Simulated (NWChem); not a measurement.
System: CH5FSi; SMILES FC[SiH3]

Problem. Give the equilibrium geometry at PBE-D3(BJ)/def2-SVP (NWChem) as a list of bonds and angles, with the point group.

Solution. point group Cs; any orientation.
Bonds (Å): F1–C2 1.394, C2–Si3 1.913, C2–H4 1.115, C2–H5 1.115, Si3–H6 1.502, Si3–H7 1.502, Si3–H8 1.506. Bond angles (°): F1–C2–Si3 109.6, F1–C2–H4 109.4, F1–C2–H5 109.4, Si3–C2–H4 110.8, Si3–C2–H5 110.8, H4–C2–H5 107.0, C2–Si3–H6 109.6, C2–Si3–H7 109.6, C2–Si3–H8 109.1, H6–Si3–H7 109.3, H6–Si3–H8 109.6, H7–Si3–H8 109.6.
